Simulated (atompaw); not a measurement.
## vanadium PAW (atompaw): all-electron and pseudo phase curves

atompaw 4.2.0.5 input, output lines left out:

```
V 23
GGA-PBESOL scalarrelativistic loggrid 1500 logderivrange -3 5 201
4 4 3 0 0 0
4 0 1
4 1 0
3 2 3
0 0 0
c
c
c
v
c
c
v
v
2
3.00 2.40 2.35 2.45
y
0.55
n
y
0.05
n
y
0.8
n
custom rrkj gramschmidtortho sinc
3 0 troulliermartins
3.00
2.20
3.00
3.00
1.50
1.50
```

The phase is arctan(r·u′/u) with u = r·R(r), unwrapped; energies in Ry, scanned from -3 to 5 Ry. A pole is an energy at which the radial function vanishes at the test radius. The pseudo phase is shifted by a multiple of π to meet the all-electron one at the reference energy, and phase errors are pseudo minus all-electron; the curves can meet again beyond the range given. Levels narrower than the energy grid can be missing from the lists of poles.

```tsv
channel	radius (bohr)	reference energy (Ry)	poles, all-electron	poles, pseudo	unbroken range about the reference energy with phases within 0.05 rad	phase error 1 Ry above the reference energy (rad)
s	3.01	-0.80	0.47	0.47	below 2.5	-0.000
p	3.01	-0.50	1.25	1.24, 3.46	below 2.3	-0.000
d	3.01	-0.93	-0.82, 2.59	-0.82, 2.59	the whole range	+0.000
```

Phases in the s channel:

```tsv
E (Ry)	all-electron	pseudo
-3.00	1.321	1.320
-2.52	1.277	1.276
-2.04	1.201	1.201
-1.56	1.033	1.032
-1.08	0.405	0.404
-0.60	-1.008	-1.009
-0.12	-1.410	-1.410
0.36	-1.549	-1.549
0.84	-1.630	-1.630
1.32	-1.699	-1.700
1.80	-1.779	-1.783
2.28	-1.909	-1.929
2.76	-2.233	-2.388
3.24	-3.376	-3.893
3.72	-4.229	-4.426
4.20	-4.463	-4.581
4.68	-4.563	-4.661
```
